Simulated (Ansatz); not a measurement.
Consider the ligand exchange at a Ga–C bond: `[CH3][GaH][C](=N)F` + H–F → `[CH3][GaH][F]` + `N=CF`.

Computed with Ansatz on PBE0-D4/def2-TZVP structures; ΔE is electronic, products minus reactants. CCSD(T)/CBS adds triple-zeta CCSD(T) − MP2 to the extrapolated MP2 energy (def2 sets, frozen cores). This one scheme is used for every species. DFT in def2-TZVPP. B3LYP here is the variant with VWN-RPA as its local correlation; programs differ in this. For Ga outer-core shells are correlated without core-valence functions, which leaves a few kJ/mol of doubt a bond. Scalar relativity is left out up to krypton. One conformer a species, not always the lowest.

Is it downhill or uphill in electronic energy at CCSD(T)/CBS, and by how much? (Estimate.)

The calculation gave: Downhill: ΔE = -99.1 kJ/mol.

What do these levels give: revPBE-D4, B97M-V, B3LYP-D4, BHLYP-D4, r2SCAN, PBE0, r2SCAN0, CAM-B3LYP, RPA@PBE/def2-TZVPP, MP2/def2-SVP, HF/def2-TZVPP, CCSD/CBS(def2)? (Best estimate.)

The calculation gave: revPBE-D4 -97.4, B97M-V -117.3, B3LYP-D4 -107.8, BHLYP-D4 -112.3, r2SCAN -112.3, PBE0 -106.4, r2SCAN0 -111.5, CAM-B3LYP -117.3, RPA@PBE/def2-TZVPP -99.8, MP2/def2-SVP -120.2, HF/def2-TZVPP -128.5, CCSD/CBS(def2) -102.7 kJ/mol.

Largest T1 diagnostic among the species: 0.014.

The D4 term adds +7.8 kJ/mol with B3LYP and +4.4 kJ/mol with PBE0; it sums over pairs of atoms, weighted by their polarisabilities, and B3LYP, whose exchange is more repulsive, gets the larger term. From BLYP to BHLYP (50 % exact exchange), in def2-TZVPP and without D4, ΔE moves by −3.9 kJ/mol.
